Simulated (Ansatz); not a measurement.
Al₄H⁺. Total charge 1; triplet. Geometry PBE0-D4/def2-SVP, that of the neutral doublet.

```csv
atom,x (Å),y (Å),z (Å)
Al1,-0.5203,0.8430,-1.6953
Al2,0.5317,-0.9410,1.6393
Al3,1.6595,0.0728,-0.4846
Al4,-1.5874,-0.6733,0.1404
H5,-0.0835,0.6986,0.4002
```

In the triplet geometry the species has come apart into loosely held pieces. The structure comes from a short search, and lower isomers may exist.

Question: Estimate the α-spin orbital energies around the gap (eV) in Ansatz with PBE-D4/def2-TZVP, r2SCAN-D4/def2-TZVP, PBE0-D4/def2-TZVP.

Answer: 
```json
{"orbital": "HOMO−5", "PBE-D4/def2-TZVP": "-13.26", "r2SCAN-D4/def2-TZVP": "-13.57", "PBE0-D4/def2-TZVP": "-14.49"}
{"orbital": "HOMO−4", "PBE-D4/def2-TZVP": "-12.94", "r2SCAN-D4/def2-TZVP": "-13.28", "PBE0-D4/def2-TZVP": "-14.16"}
{"orbital": "HOMO−3", "PBE-D4/def2-TZVP": "-11.39", "r2SCAN-D4/def2-TZVP": "-11.66", "PBE0-D4/def2-TZVP": "-12.34"}
{"orbital": "HOMO−2", "PBE-D4/def2-TZVP": "-10.09", "r2SCAN-D4/def2-TZVP": "-10.12", "PBE0-D4/def2-TZVP": "-10.70"}
{"orbital": "HOMO−1", "PBE-D4/def2-TZVP": "-9.56", "r2SCAN-D4/def2-TZVP": "-9.82", "PBE0-D4/def2-TZVP": "-10.36"}
{"orbital": "HOMO", "PBE-D4/def2-TZVP": "-9.28", "r2SCAN-D4/def2-TZVP": "-9.57", "PBE0-D4/def2-TZVP": "-9.96"}
{"orbital": "LUMO", "PBE-D4/def2-TZVP": "-7.58", "r2SCAN-D4/def2-TZVP": "-7.52", "PBE0-D4/def2-TZVP": "-7.02"}
{"orbital": "LUMO+1", "PBE-D4/def2-TZVP": "-7.24", "r2SCAN-D4/def2-TZVP": "-7.16", "PBE0-D4/def2-TZVP": "-6.58"}
{"orbital": "LUMO+2", "PBE-D4/def2-TZVP": "-7.12", "r2SCAN-D4/def2-TZVP": "-7.01", "PBE0-D4/def2-TZVP": "-6.44"}
{"orbital": "LUMO+3", "PBE-D4/def2-TZVP": "-6.75", "r2SCAN-D4/def2-TZVP": "-6.71", "PBE0-D4/def2-TZVP": "-6.16"}
{"orbital": "LUMO+4", "PBE-D4/def2-TZVP": "-5.13", "r2SCAN-D4/def2-TZVP": "-4.87", "PBE0-D4/def2-TZVP": "-4.32"}
{"orbital": "LUMO+5", "PBE-D4/def2-TZVP": "-4.97", "r2SCAN-D4/def2-TZVP": "-4.65", "PBE0-D4/def2-TZVP": "-4.21"}
{"orbital": "β HOMO", "PBE-D4/def2-TZVP": "-9.82", "r2SCAN-D4/def2-TZVP": "-9.84", "PBE0-D4/def2-TZVP": "-10.44"}
{"orbital": "β LUMO", "PBE-D4/def2-TZVP": "-8.72", "r2SCAN-D4/def2-TZVP": "-8.66", "PBE0-D4/def2-TZVP": "-8.05"}
```
